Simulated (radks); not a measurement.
Isoelectronic series with 2 electrons, all held in the configuration [He], which need not be the ground one along the series. Calculated with a radial shooting solver on a logarithmic mesh with Libxc functionals: scalar-relativistic Kohn-Sham, r2SCAN, spin-unpolarised, spherical densities, finite nucleus; meta-GGA in the generalised Kohn-Sham scheme; Fermi nuclear charge, rms radius of each element as measured or else 0.836 A^(1/3) + 0.57 fm. Total energies (hartree) and orbital eigenvalues (hartree):

ion    E (hartree)         1s
He        -2.90510   -0.60774
B3+      -22.04024   -8.61427
O6+      -59.20851  -25.63648
Si12+   -187.89509  -86.84213
Cl15+   -279.60329  -131.1169
Ca18+   -389.72720  -184.5902
V21+    -518.43199  -247.3427
Fe24+   -665.91297  -319.4702
Cu27+   -832.39712  -401.0842
Ge30+  -1018.14461  -492.3128
Br33+  -1223.45220  -593.3020
Sr36+  -1448.65398  -704.2166
Nb39+  -1694.12413  -825.2413
Ru42+  -1960.28046  -956.5822
